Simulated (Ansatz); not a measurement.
`O[CH2][In]([F])[F]` + `[SiH3]C1=C[SiH2]O1` → `O[CH2][In]([F])[SiH3]` + `FC1=C[SiH2]O1`  (redistribution)

Program: Ansatz. Geometries: PBE0-D4/def2-TZVP. ΔE: electronic, gas phase. CCSD(T)/CBS is the MP2 limit (def2-TZVPP, def2-QZVPP) plus CCSD(T) − MP2 in def2-TZVPP, frozen cores. DFT in def2-TZVPP. Elements past krypton have def2 core potentials. For In outer-core shells are correlated without core-valence functions, which leaves a few kJ/mol of doubt a bond. One conformer a species, not always the lowest.

CCSD(T)/CBS gives +82.9 kJ/mol.

Problem. Another level gave +76.1 kJ/mol. Which?
A. CCSD(T)/def2-TZVPP
B. B2PLYP/def2-TZVPP
C. PBE/def2-TZVPP
D. r2SCAN/def2-TZVPP

Solution. B. B2PLYP 76.1, PBE 57.5, r2SCAN 66.7, CCSD(T)/def2-TZVPP 71.8 kJ/mol.

Largest T1 diagnostic among the species: 0.016.

The D4 term adds +6.0 kJ/mol with B3LYP and +3.1 kJ/mol with PBE0; it sums over pairs of atoms, weighted by their polarisabilities, and B3LYP, whose exchange is more repulsive, gets the larger term. In def2-TZVPP, CCSD(T) changes the Hartree–Fock value by +8.9 kJ/mol (the triples alone add +3.5 kJ/mol) and MP2 by +17.6 kJ/mol.

B3LYP here is the variant with VWN-RPA as its local correlation; programs differ in this.
